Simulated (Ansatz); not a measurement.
F3Ga, charge +1, doublet, at a GFN2-xTB geometry (such geometries of metal compounds can be far from the true shape) (a state made from the parent by changing its charge; the spin is typed, not shown lowest); B3LYP/def2-SVP (Ansatz, a quantum-chemistry and plane-wave program).

Input for Ansatz:
Ansatz 0.2 input:
```yaml
crystal:
  periodic: [false, false, false]
  atoms:
    - {symbol: Ga, position_ang: [-0.00002990, -0.01197992, 0.00514158]}
    - {symbol: F, position_ang: [-1.55495041, -0.93415618, 0.03901092]}
    - {symbol: F, position_ang: [0.00412815, 1.65379032, -0.70977933]}
    - {symbol: F, position_ang: [1.55092526, -0.67836996, 0.65305851]}
basis:
  gaussian:
    orbitals: def2-SVP
    point_charges:
      - {charge: 1.0, position_ang: [-2.0263, -1.9702, 3.8955]}
hamiltonian:
  xc: b3lyp
total_charge: 1
magnetization: {spin_polarized: true, initial_magnetization: 1}
```

### Question
Write the output that Ansatz gives for this input, abridged.

### Answer

```
Functional definition: B3LYP
700 factors; integrals over basis functions are off by at most 4.5e-4 eV
mean field evaluation 1: about -60487.4413 eV, gradient 6.6e1 eV
mean field evaluation 2: about -60338.7609 eV, gradient 2.0e2 eV
mean field evaluation 4: about -60490.6707 eV, gradient 5.4e1 eV
mean field evaluation 8: about -60502.4605 eV, gradient 5.9e0 eV
mean field evaluation 16: about -60502.6186 eV, gradient 8.0e-2 eV
mean field evaluation 32: about -60502.6102 eV, gradient 1.0e0 eV
mean field -60502.61915844 eV, -2223.4302439246 hartree, gradient 5.5e-6 eV, S^2 0.757083; 6 other end points of the search recorded, 0 dependent functions left out
reference -60502.61935648 eV, -2223.4302512024 hartree; 29, 28 occupied and 45, 46 virtual orbitals, 700 factors
Total energy: -60502.61935648 eV, -2223.4302512024 hartree
```
